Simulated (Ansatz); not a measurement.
Born–Oppenheimer molecular dynamics of H7N3OSi (12 atoms, charge 0, multiplicity 1). It starts from a relaxed structure.

These are results of Ansatz 0.2.0, RKS r2SCAN-D4/STO-3G, not measurements.

| Quantity | Value |
| --- | --- |
| ensemble | NVT, Nosé–Hoover chain |
| time step | 0.5 fs |
| steps asked | 100 |
| set temperature | 500 K |
| thermostat | time constant 100 fs, chain length 3 (defaults) |
| seed | 769198 |

First frame:

```xyz
12
Properties=species:S:1:pos:R:3
Si -0.140 -0.077 -0.085
O -0.314 -0.455 1.569
H -0.255 0.456 2.022
N 1.480 0.019 -0.801
H 2.072 -0.785 -0.475
H 1.985 0.858 -0.419
N -0.759 1.570 -0.290
H -1.808 1.546 -0.335
H -0.489 1.917 -1.244
N -1.012 -1.370 -0.901
H -1.248 -2.137 -0.228
H -0.415 -1.823 -1.631
```

(1) How far do the bonds stretch over the last three quarters of this one trajectory? (Pairs bonded in most of those frames.)

## Answers

(1) 
```
   bond  mean (Å)  spread (Å)  shortest  longest
 Si1–O2     1.717       0.030      1.68     1.76
 Si1–N4     1.752       0.022      1.72     1.78
 Si1–N7     1.783       0.016      1.76     1.80
Si1–N10     1.715       0.019      1.68     1.74
  O2–H3     1.025       0.040      0.96     1.08
  N4–H5     1.046       0.010      1.03     1.06
  N4–H6     1.046       0.010      1.03     1.06
  N7–H8     1.055       0.015      1.03     1.08
  N7–H9     1.054       0.015      1.03     1.08
N10–H11     1.033       0.005      1.02     1.04
N10–H12     1.034       0.013      1.01     1.06
```

Mean temperature of the second half: 195 K. The conserved energy stayed within 0.36 meV per atom of its start (net change 0.27 meV per atom), so the integration is sound. The mean temperature of the second half is 61 % below the set value. A run of 0.05 ps of so small a system gives no equilibrium averages. Limits of this set-up: minimal basis.

Time of the run: 5.3 min on 1 thread of Arm Neoverse V2, with other jobs on the host, peak memory 0.12 GiB.
